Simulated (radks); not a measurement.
Problem. Radial electron density D(r) = 4 pi r^2 rho(r) of an atom or ion with 51 electrons. Calculated with a radial shooting solver on a logarithmic mesh with Libxc functionals: scalar-relativistic Kohn-Sham, TASK exchange with Perdew-Wang LDA correlation, spin-polarised, spherical densities, finite nucleus; meta-GGA in the generalised Kohn-Sham scheme; Fermi nuclear charge, rms radius of each element as measured or else 0.836 A^(1/3) + 0.57 fm.

r (bohr)  D(r) (e/bohr)  spin D(r)
0.002488          9.535  -0.000269
0.003292          14.62  -0.000384
0.004356          21.80  -0.000499
0.005764          31.32  -0.000523
0.007626          42.87  -0.000213
0.01009           55.08    0.00101
0.01335           65.31    0.00437
0.01767           70.24     0.0121
0.02337           68.25     0.0275
0.03093           62.74     0.0531
0.04092           62.45     0.0854
0.05414           73.73      0.106
0.07164           88.68     0.0851
0.09478           88.57     0.0176
0.1254            72.12    -0.0134
0.1659            65.86     0.0934
0.2196            76.23      0.208
0.2905            67.63     0.0851
0.3844            36.98     0.0218
0.5086            25.49      0.378
0.6729            29.88      0.375
0.8903            22.09    -0.0727
1.178             10.26      0.544
1.559             5.384       1.89
2.062             3.170       1.91
2.729             1.103      0.804
3.611            0.1602      0.130
4.777          0.008011    0.00701
6.321         0.0001105   0.000103

What is the nuclear charge?

Solution. Z = 54. The innermost maximum, from 1s, lies near gamma/Z bohr with gamma = sqrt(1 - (Z/c)^2) = 0.919, here 0.017 bohr (found: 0.0187), and its height grows with Z. The density is that of the xenon ion Xe3+ in [Kr] 4d10 5s2 5p3; the configuration itself is not fixed sharply by these data, and Z only to a few units. D(r) has 4 maxima, at r = 0.0187, 0.0827, 0.236, 0.673 bohr, and minima at 0.0363, 0.156, 0.493 bohr, inside which lie 1.98, 11.19, 28.94 electrons.
